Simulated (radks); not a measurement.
Initial-state core-level shifts of neutral gadolinium when its valence configuration changes from [Xe] 4f7 5d1 6s2. Method: scalar-relativistic Kohn-Sham, PBE, spin-polarised, spherical densities, finite nucleus; open shells are filled with parallel spins first (spin-orbit coupling, left out, can overturn this in heavy ions); Fermi nuclear charge, rms radius 5.1569 fm; computed with a radial shooting solver on a logarithmic mesh with Libxc functionals. Shifts are changes of the shell-averaged eigenvalues in eV (positive: less bound); the change of the density at the nucleus, which sets a Mossbauer isomer shift, is in e/bohr^3, on a base of 6.582e+05.

valence               3p       3d       4d      5p  density at nucleus
4f7 5d1 6s1 6p1   -1.070   -1.070   -1.062  -1.007              -22.80
4f7 5d1.5 6s1.5   +0.893   +0.897   +0.919  +0.907              -15.05
4f6 5d2 6s2       -9.216   -9.109   -7.923  -2.764              +40.04
4f6 5d2.5 6s1.5   -8.121   -8.009   -6.814  -1.714              +23.13
4f7.5 5d1 6s1.5   +4.572   +4.535   +4.169  +2.160              -30.64
4f7 5d2 6s1       +1.724   +1.733   +1.776  +1.769              -27.95
4f7 6s2 6p1       -3.251   -3.265   -3.301  -3.156              +13.42
4f6 5d1 6s2 6p1  -12.774  -12.681  -11.499  -6.088              +55.42
